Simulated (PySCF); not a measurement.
Level of theory: PySCF with B3LYP-D3(BJ)/def2-TZVP. All species are isolated molecules in the gas phase. One relaxed conformer stands for a flexible species; it need not be the lowest. B3LYP has the VWN-RPA correlation part, as in Gaussian. Excitations are Tamm–Dancoff values on a coarser integration grid. The basis has no diffuse functions, so Rydberg states are missing or too high.

Reference species (SMILES): `[SH][Ga]([SH])[SH]` (neutral, multiplicity 1).

The T1 excitation (TDA) comes out as 4.68 eV. The LUMO comes out as -1.36 eV.

Changed species: `[OH][Ga]([SH])[SH]` (2 of 3 OH replaced by SH; the reference has 3 of 3 OH replaced by SH).

Problem. Give the shifts of the T1 excitation (TDA) and LUMO.

Solution. the T1 excitation (TDA) increases by 0.07 eV, to 4.75 eV; the LUMO increases by 0.11 eV, to -1.25 eV.
